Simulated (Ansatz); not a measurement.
`F[B]1[NH][GeH2]1`, charge 0, multiplicity 1.

Task: Give a relaxed structure at PBE0-D4/def2-TZVP (Ansatz 0.2.0). (An estimate is asked.)

Result: The calculation gave: 
Z-matrix (Å, degrees):
```
Ge
B 1 2.003
N 1 1.923 2 40.5
H 1 1.539 2 124.6 3 -83.3
H 1 1.539 2 124.6 3 83.3
F 2 1.317 1 154.2 3 180.0
H 3 1.008 1 146.4 2 180.0
```
Point group Cs.
